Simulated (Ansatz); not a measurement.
`F[SiH](F)[AlH2]` + HI → `[AlH2][I]` + `F[SiH2]F` at 400 K and 1 bar (cleavage of the Al–Si bond).

Program: Ansatz. Geometries: PBE0-D4/def2-TZVP. ΔE: electronic, gas phase. CCSD(T)/CBS is the MP2 limit (def2-TZVPP, def2-QZVPP) plus CCSD(T) − MP2 in def2-TZVPP, frozen cores. This one scheme is used for every species. def2 core potentials past Kr. For I outer-core shells are correlated without core-valence functions, which leaves a few kJ/mol of doubt a bond.

| species | CCSD(T)/CBS energy (Eh) | H − E (kJ/mol) | S (J/(mol·K)) |
| --- | --- | --- | --- |
| `F[SiH](F)[AlH2]` | -732.58614 | 103.3 | 372.4 |
| HI | -298.03592 | 25.7 | 215.0 |
| `[AlH2][I]` | -540.69638 | 54.3 | 289.6 |
| `F[SiH2]F` | -489.99391 | 78.4 | 280.0 |

H − E and S are ideal-gas, rigid-rotor, harmonic terms from PBE0-D4/def2-TZVP. 1 Eh = 2625.50 kJ/mol, R = 8.31446 J/(mol·K).

Question: By hand: ΔE, ΔH, ΔS and ΔG.

Answer: ΔE = (-540.69638) + (-489.99391) − (-732.58614) − (-298.03592) = -0.06823 Eh = -179.1 kJ/mol. Δ(H − E) = 54.3 + 78.4 − 103.3 − 25.7 = 3.7, so ΔH = -175.4 kJ/mol. ΔS = 289.6 + 280.0 − 372.4 − 215.0 = -17.8 J/(mol·K). ΔG = -175.4 − 400 × (-17.8)/1000 = -168.3 kJ/mol.

Question: By hand: the equilibrium constant, and the temperature at which ΔG would vanish if ΔH and ΔS stayed fixed.

Answer: log₁₀ K = −ΔG/(RT ln 10) = 22.0. ΔG = 0 at ΔH/ΔS = 9854 K, far beyond where these terms or the molecules hold.

ΔH outweighs TΔS. A doubt of 5 kJ/mol in ΔE shifts log₁₀ K by 0.7 here. Modes under 60 cm⁻¹, often nearly free rotors, make the harmonic entropy too high. These are equilibria of isolated gas molecules and say nothing of rates. Largest T1 diagnostic: 0.012 (customary marks: 0.02 for closed shells, 0.045 for open ones).
